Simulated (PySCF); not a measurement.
A GIAO shielding run with PySCF 2.14 (density fitting, non-relativistic, gas phase) on SMILES CC(C)[Si@H]1C[SiH2]C1=O, C5H12OSi2:

```
$ OMP_NUM_THREADS=1 python probes_run.py task.json out

{"job": {"kind": "nmr", "xc": "PBE0", "basis": "pcSseg-1"}, "charge": 0, "multiplicity": 1}
C     -2.200395    -0.714452    -0.780420
C     -1.298583    -0.455648     0.423771
C     -1.298025     1.030106     0.778568
Si     0.474153    -1.093135     0.105193
C      1.434323    -0.077632    -1.217053
Si     2.533251     0.905278     0.012512
C      1.772745    -0.309010     1.342677
O      2.066310    -0.550033     2.486898
H     -3.214531    -0.368867    -0.583446
H     -1.828780    -0.188382    -1.657081
H     -2.241876    -1.775872    -1.013264
H     -1.716026    -1.001965     1.275894
H     -0.692967     1.215373     1.663815
H     -0.895575     1.622105    -0.041251
H     -2.311688     1.376109     0.979001
H      0.478232    -2.551646    -0.051183
H      0.815404     0.537014    -1.866574
H      2.018982    -0.710352    -1.881520
H      3.977233     0.827023    -0.193533
H      2.122666     2.294664     0.213960
```

Hardware: 1 thread of an Intel Xeon, shared host. The job also computes population analyses, field gradients, ring-centre shieldings.

Question: How large is the calculation?

Answer: 78 electrons, 210 basis functions and 1134 auxiliary functions.

Question: How long does it take, and how much memory does it need?

Answer: 2.1 min of wall time, with 14 SCF cycles and 6 response iterations; peak memory 1 GiB. Times on a shared host scatter by some tens of per cent.
